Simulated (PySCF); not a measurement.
C2H7BFNO, SMILES COCB(N)F.

Geometry: r2SCAN-D4/def2-SVP. This is a generated structure with no PubChem entry under its InChIKey; it may be hypothetical. One conformer was computed; it need not be the lowest.

Level of theory: PySCF with PBE/def2-TZVP.

Isolated molecule, no solvent.

Computed frontier levels, gap, dipole moment and polarisability:
- highest occupied level = -5.65 eV
- lowest empty level = 0.02 eV
- orbital gap = 5.67 eV
- dipole moment = 0.349 e·Å
- quadrupole, principal values (traceless, Buckingham form, about the centre of nuclear charge) = -8.13, 0.89, 7.24 D·Å
- mean static polarisability = 52.8 bohr³ (7.82 Å³)
- polarisability, principal values = 44.9, 56.5, 56.9 bohr³
